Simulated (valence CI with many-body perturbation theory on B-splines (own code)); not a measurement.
## Dy LIII: calculated level list

Calculated by relativistic CI+MBPT: four valence electrons over a frozen Dirac-Fock core [Ne], a basis of 9 s, 9 p, 8 d, 6 f, 3 g, 1 h functions for each j, with the one-electron correlation potential Σ1 (screened to all orders), the two-electron term Σ2, the three-electron term Σ3, Breit, model QED; selected single and double excitations, second order for the rest, scaled by the run's own slope (own B-spline code, finite nucleus).

No measured spectrum was set against this ion. As an estimate, large intervals hold to a few tenths of a per cent, small ones and those within an open d or f shell to about a per cent.

Levels 1 to 36 of 36, with energies above the lowest level, (3s^2 3p1/2^2) J=0. "Leading %" is the weight of the configuration and term that name the level; weights of strongly mixed levels are sums over their largest components and can fall short, so below about 35 % the name and the second component can differ from the true leading terms, or belong to a minority configuration. In the jj column 3d3/2^4 stands for four electrons in 3d with j = 3/2. Lifetimes count E1, E2, E3, M1 and M2 decay at the calculated energies, and are blank where another channel may lead or the interval is too uncertain; long ones can be off by a factor of two.

```csv
No.,Configuration,Term,J,E (Ry),Leading %,Lifetime,Second component,Leading jj
1,3s²3p²,³P,0,0.000,70,,30 % 3s²3p² ¹S,3s^2 3p1/2^2 (99 %)
2,3s²3p²,³P,1,14.610,99,19.6 ns,,3s^2 3p1/2 3p3/2 (99 %)
3,3s²3p²,¹D,2,15.214,63,1.92 μs,36 % 3s²3p² ³P,3s^2 3p1/2 3p3/2 (99 %)
4,3s3p³,³P°,2,24.913,45,54.5 ps,30 % 3s3p³ ⁵S°,3s 3p1/2^2 3p3/2 (96 %)
5,3s3p³,³D°,1,26.739,31,2.79 ps,22 % 3s3p³ ¹P°,3s 3p1/2^2 3p3/2 (83 %)
6,3s²3p3d,³F°,2,28.613,74,154 ps,20 % 3s²3p3d ¹D°,3s^2 3p1/2 3d3/2 (99 %)
7,3s²3p²,³P,2,30.268,63,8.79 ns,36 % 3s²3p² ¹D,3s^2 3p3/2^2 (98 %)
8,3s²3p3d,³D°,1,31.286,46,509 fs,24 % 3s²3p3d ¹P°,3s^2 3p1/2 3d3/2 (84 %)
9,3s²3p²,¹S,0,31.574,69,7.42 ns,30 % 3s²3p² ³P,3s^2 3p3/2^2 (98 %)
10,3s²3p3d,³P°,2,33.244,43,5.44 ps,33 % 3s²3p3d ³D°,3s^2 3p1/2 3d5/2 (94 %)
11,3s²3p3d,³F°,3,33.309,53,8.78 ps,23 % 3s²3p3d ¹F°,3s^2 3p1/2 3d5/2 (96 %)
12,3s3p²3d,⁵F,1,39.161,43,25.5 ps,35 % 3s3p²3d ³D,3s 3p1/2^2 3d3/2 (98 %)
13,3s3p³,³D°,2,39.180,50,3.59 ps,41 % 3s3p³ ⁵S°,3s 3p1/2 3p3/2^2 (92 %)
14,3s3p²3d,³D,2,39.605,29,26.2 ps,21 % 3s3p²3d ⁵F,3s 3p1/2^2 3d3/2 (95 %)
15,3s3p³,³D°,3,40.258,92,5.90 ps,5 % 3s²3p3d ³F°,3s 3p1/2 3p3/2^2 (92 %)
16,3s3p³,³P°,0,41.025,88,3.45 ps,12 % 3s²3p3d ³P°,3s 3p1/2 3p3/2^2 (88 %)
17,3s3p³,³P°,1,41.905,37,2.00 ps,21 % 3s3p³ ³D°,3s 3p1/2 3p3/2^2 (84 %)
18,3s3p³,¹D°,2,41.992,56,1.53 ps,10 % 3s²3p3d ³D°,3s 3p1/2 3p3/2^2 (73 %)
19,3s3p³,³S°,1,42.669,34,714 fs,24 % 3s3p³ ³P°,3s 3p1/2 3p3/2^2 (96 %)
20,3s3p²3d,³D,3,43.511,31,6.91 ps,22 % 3s3p²3d ⁵D,3s 3p1/2^2 3d5/2 (96 %)
21,3s3p²3d,³F,2,44.398,29,6.19 ps,21 % 3s3p²3d ¹D,3s 3p1/2^2 3d5/2 (93 %)
22,3s²3p3d,³F°,3,45.614,41,968 fs,36 % 3s²3p3d ¹F°,3s^2 3p3/2 3d3/2 (92 %)
23,3s²3p3d,³D°,2,45.748,41,493 fs,17 % 3s3p³ ¹D°,3s^2 3p3/2 3d3/2 (73 %)
24,3s²3p3d,³P°,1,45.814,48,618 fs,32 % 3s²3p3d ³D°,3s^2 3p3/2 3d3/2 (84 %)
25,3s²3p3d,³P°,0,45.901,87,718 fs,12 % 3s3p³ ³P°,3s^2 3p3/2 3d3/2 (87 %)
26,3s²3p3d,³F°,4,47.537,99,18.4 ns,,3s^2 3p3/2 3d5/2 (99 %)
27,3s²3p3d,³P°,2,48.049,43,10.8 ps,39 % 3s²3p3d ¹D°,3s^2 3p3/2 3d5/2 (94 %)
28,3s²3p3d,³D°,3,49.716,56,2.32 ps,40 % 3s²3p3d ¹F°,3s^2 3p3/2 3d5/2 (93 %)
29,3s²3p3d,¹P°,1,50.301,63,3.37 ps,23 % 3s²3p3d ³P°,3s^2 3p3/2 3d5/2 (95 %)
30,3p⁴,³P,2,51.906,28,3.89 ps,16 % 3s3p²3d ⁵F,3s 3p1/2 3p3/2 3d3/2 (54 %)
31,3s3p²3d,⁵D,0,52.450,71,19.2 ps,14 % 3s3p²3d ³P,3s 3p1/2 3p3/2 3d3/2 (89 %)
32,3s3p²3d,⁵D,1,52.641,53,29.0 ps,22 % 3s3p²3d ⁵F,3s 3p1/2 3p3/2 3d3/2 (99 %)
33,3s3p²3d,⁵F,3,52.964,46,26.7 ps,34 % 3s3p²3d ³F,3s 3p1/2 3p3/2 3d3/2 (95 %)
34,3s3p²3d,⁵F,2,53.078,27,2.11 ps,22 % 3p⁴ ³P,3s 3p1/2 3p3/2 3d3/2 (57 %)
35,3p⁴,¹S,0,53.666,42,1.61 ps,25 % 3p⁴ ³P,3p1/2^2 3p3/2^2 (67 %)
36,3s3p²3d,³F,4,53.997,29,64.1 ps,28 % 3s3p²3d ³G,3s 3p1/2 3p3/2 3d3/2 (91 %)
```

The ionisation energy to 3s²3p ²P°1/2 of the next ion comes out as 4947.3 eV (NIST: 4945 ± 4 eV (theoretical)). All 36 levels together are meant to be complete up to 54.548 Ry.
